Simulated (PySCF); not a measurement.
How methods differ on the fine-structure interval of Ni⁻

Ni⁻ [Ar] 3d9 4s2 [3d3/2^4 3d5/2^5, M_J = 5/2] → Ni⁻ [Ar] 3d9 4s2 [3d3/2^3 3d5/2^6, M_J = 3/2], as a difference of total energies. Computed with PySCF 2.14 in x2c-TZVPall-2c with one added diffuse shell each of s, p, d type (7s8p5d1f, 63 functions), with the two-component X2C-1e Hamiltonian. Correlated levels: [Ne] frozen; the 6 highest virtual spinors dropped. "Screened" scales the spin-orbit matrix elements by Boettger's factors to mimic the two-electron term; Breit and QED terms are absent.

```tsv
method	fine-structure interval (cm⁻¹)
GHF (screened spin-orbit)	1854.1
GMP2 (screened spin-orbit)	1983.6
GHF (bare spin-orbit)	2764.8
```
